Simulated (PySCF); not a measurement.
## Calculated properties of `COB(OC)OC`

C3H9BO3.
Cartesian coordinates in Å at the PBE0-D3(BJ)/def2-TZVP level; atoms count from 1:
```
atom  x, y, z in Å
C1     2.2569   -0.8203    0.1681
O2     1.3361    0.2493    0.1392
B3    -0.0020    0.0015    0.2094
O4    -0.4514   -1.2807    0.3111
C5    -1.8355   -1.5483    0.3850
O6    -0.8888    1.0352    0.1747
C7    -0.4258    2.3637    0.0588
H8     2.2114   -1.3547    1.1207
H9     3.2545   -0.3991    0.0418
H10    2.0629   -1.5340   -0.6365
H11   -2.3932   -0.9836   -0.3655
H12   -2.2293   -1.2930    1.3727
H13   -1.9756   -2.6158    0.2127
H14    0.0909    2.6800    0.9689
H15    0.2611    2.4751   -0.7836
H16   -1.2948    3.0033   -0.0978
```

Some functional groups and rings: three-coordinate boron.

PBE0-D3(BJ)/def2-TZVP geometry optimisation, gas phase (PySCF):

* Rotational constants A, B, C: 2.666, 2.656, 1.365 GHz

**B97-2/pcSseg-2 ground state and GIAO shieldings, non-relativistic (PySCF)**

- Dipole moment: 0.03 D
- HOMO energy: -7.88 eV
- LUMO energy: 0.71 eV
- HOMO–LUMO gap: 8.59 eV
- 13C chemical shifts (computed TMS as zero) by class: 54.9 (C1/C5/C7) ppm
- 1H chemical shifts (computed TMS as zero) by class: 3.55 (H8/H9/H10/H11/H12/H13/H14/H15/H16) ppm
- Isotropic shieldings of nuclei other than C and H, by class: 84 (B3), 271 (O2/O4/O6) ppm

delta-SCF UKS SCAN, pcX-3 on the ionised atom, pcseg-2 elsewhere, spin-free X2C (PySCF):

- Core binding energies: B1s 197.3 (B3), C1s 292.1 (C1/C5/C7), O1s 538.3 (O2/O4/O6) eV

Monoisotopic mass (most abundant isotopes): 104.0645 u.

The rotational constants are those of a nearly oblate symmetric top. With B = h/(8π²I), that is 505.379 GHz u Å² over I, the principal moments of inertia are 189.6, 190.3 and 370.4 u Å² (most abundant isotopes).

The structure is a single PBE0-D3(BJ)/def2-TZVP conformer in the gas phase; no vibrational or solvent corrections. NMR classes are plain means over equivalent atoms (diastereotopic ones count apart unless rotation or inversion swaps them), as if these changed places fast; in this geometry the members of some classes differ.

For the geometry optimisation (PBE0-D3(BJ)/def2-TZVP), the run took 4.3 min wall, 11 min CPU on 2 threads, Intel Xeon Platinum 8488C (x86_64), shared host, and the process peaked at 1.6 GiB of memory.
